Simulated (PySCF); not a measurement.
CH7AlO2Si, SMILES C[SiH2][Al]([OH])[OH].

Coordinates come from a PBE0-D3(BJ)/def2-SVP optimisation. The structure was generated by enumeration; whether it is a known compound was not checked. The values are those of a single conformer.

Calculation: PySCF with HF/def2-TZVP.

Isolated molecule, no solvent.

| Item | Value |
|---|---|
| total energy | -722.74951 hartree |
| point group | Cs |
| highest occupied level | -10.24 eV |
| lowest empty level | 2.23 eV |
| orbital gap | 12.47 eV |
| dipole moment | 2.38 D |
| quadrupole, principal values (traceless, Buckingham form, about the centre of nuclear charge) | -11.82, 0.09, 11.73 D·Å |
| mean static polarisability | 65.9 bohr³ (9.77 Å³) |
| polarisability, principal values | 57.0, 65.5, 75.3 bohr³ |
